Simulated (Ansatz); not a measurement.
C$_{3}$H$_{3}$ (SMILES C#C[CH2]), doublet, geometry from GFN2-xTB. Base run: PBE/STO-3G (Ansatz, a quantum-chemistry and plane-wave program).

The Ansatz input:
Ansatz 0.2 input:
```yaml
crystal:
  periodic: [false, false, false]
  atoms:
    - {symbol: C, position_ang: [1.30815180, -0.19129891, 0.14654059]}
    - {symbol: C, position_ang: [0.10901014, -0.01594121, 0.01221143]}
    - {symbol: C, position_ang: [-1.22056561, 0.17849066, -0.13672909]}
    - {symbol: H, position_ang: [2.33913641, -0.34206600, 0.26203260]}
    - {symbol: H, position_ang: [-1.59247811, 1.02636034, -0.68281534]}
    - {symbol: H, position_ang: [-1.92623626, -0.51179755, 0.28864513]}
basis:
  gaussian:
    orbitals: STO-3G
hamiltonian:
  xc: pbe
magnetization: {spin_polarized: true, initial_magnetization: 1}
```

Variants of this job, named by their change:

```json
[
 {"change": "base", "E (Eh)": "-114.39418", "SCF-reference <S^2>": "0.765"},
 {"change": "functional = hf", "E (Eh)": "-113.82354", "SCF-reference <S^2>": "1.136"},
 {"change": "functional = cam_b3lyp", "E (Eh)": "-114.46854", "SCF-reference <S^2>": "0.791"},
 {"change": "functional = B2GP-PLYP", "E (Eh)": "-114.31095", "SCF-reference <S^2>": "0.871"},
 {"change": "functional = PBE-QIDH", "E (Eh)": "-114.29848", "SCF-reference <S^2>": "0.889"},
 {"change": "functional = PBE0-DH", "E (Eh)": "-114.38410", "SCF-reference <S^2>": "0.828"},
 {"change": "functional = b3lyp; dispersion = d4", "E (Eh)": "-114.55220", "SCF-reference <S^2>": "0.779"},
 {"change": "functional = revpbe", "E (Eh)": "-114.53123", "SCF-reference <S^2>": "0.767"},
 {"change": "functional = B97M-V", "E (Eh)": "-114.56717", "SCF-reference <S^2>": "0.774"},
 {"change": "functional = r2scan", "E (Eh)": "-114.49039", "SCF-reference <S^2>": "0.790"},
 {"change": "functional = wB97X", "E (Eh)": "-114.52816", "SCF-reference <S^2>": "0.796"},
 {"change": "functional = b3lyp5", "E (Eh)": "-114.47107", "SCF-reference <S^2>": "0.779"},
 {"change": "functional = pbe0", "E (Eh)": "-114.41692", "SCF-reference <S^2>": "0.787"}
]
```

Absolute energies of different levels of theory aren't comparable as measures of quality.
